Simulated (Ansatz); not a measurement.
The first iterations of a band of C$_{2}$H$_{10}$SSi$_{2}$ (15 atoms, charge 0, multiplicity 1).

Method: RKS revPBE-D4/STO-3G in Ansatz.

```yaml
movable_images: 7
climbing_image: yes
spring: 20.0 eV/Å²
optimiser: quadratic models (default)
start_path: through a guess of the saddle point
force_threshold: 0.05 eV/Å
iteration_limit: 60
end_points: relaxed
```

Image 0:

```xyz
15
Properties=species:S:1:pos:R:3
C -1.514 0.740 2.052
S 0.276 0.821 1.658
Si 0.128 0.242 -0.403
C -0.477 -1.546 -0.572
Si 2.142 0.504 -1.396
H -1.652 1.070 3.101
H -1.927 -0.288 1.967
H -2.124 1.406 1.404
H -0.874 1.084 -1.060
H -0.574 -1.828 -1.637
H 0.221 -2.259 -0.098
H -1.467 -1.683 -0.101
H 2.586 1.891 -1.333
H 3.157 -0.320 -0.752
H 2.079 0.117 -2.800
```

Image 8:

```xyz
15
Properties=species:S:1:pos:R:3
C -1.633 0.786 1.888
S 0.090 0.739 1.207
Si -0.424 0.224 -1.091
C -0.362 -1.678 -0.674
Si 1.852 0.382 -1.545
H -1.662 1.367 2.831
H -1.933 -0.259 2.091
H -2.328 1.224 1.143
H 0.187 2.106 1.056
H -0.299 -2.254 -1.617
H 0.491 -2.007 -0.050
H -1.286 -2.021 -0.167
H 2.375 1.733 -1.334
H 2.752 -0.475 -0.769
H 2.159 0.084 -2.942
```

| iteration | highest image above the first end (eV) | largest band force component (eV/Å) |
| --- | --- | --- |
| 1 | 5.152 | 8.067 |
| 2 | 3.721 | 2.757 |
| 3 | 3.400 | 1.407 |

Problem. Does the band converge within its limit, and where does its top end?

Solution. It converged. It ended after 11 iterations with the highest image 3.150 eV above the first end. Neighbouring images differ by up to 1.8 eV, so the band resolves the path poorly. Another band between the same ends (7 images) ends at a top of the same energy, where a vibrational analysis finds 1 clearly imaginary mode. The orbitals stay closed-shell, which can raise the energy where a bond breaks towards radicals; this wasn't checked here. Limits of this set-up: minimal basis.

Run time: 2.7 min on 1 thread of Intel(R) Xeon(R) 6975P-C (Granite Rapids), on a shared host, peak memory 0.12 GiB.
